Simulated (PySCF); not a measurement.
C₃H₅BFNO, SMILES C/N=C/B(F)C=O.

The structure is a stationary point at B3LYP-D3(BJ)/def2-SVP. The structure was generated by enumeration; whether it is a known compound was not checked. Other conformers were not sampled.

The numbers are results of CAM-B3LYP/def2-TZVP (PySCF), not measurements.

Symmetry labels are those of the subgroup Cs that the program uses (full group Cs).

Computed valence orbital energies around the gap with their symmetry:
```tsv
orbital	symmetry	energy (eV)
HOMO−7	A'	-14.43
HOMO−6	A"	-14.04
HOMO−5	A'	-13.50
HOMO−4	A"	-13.01
HOMO−3	A'	-11.89
HOMO−2	A"	-10.49
HOMO−1	A'	-9.37
HOMO	A'	-8.73
LUMO	A"	-1.96
LUMO+1	A"	0.31
LUMO+2	A'	1.78
LUMO+3	A'	2.38
```
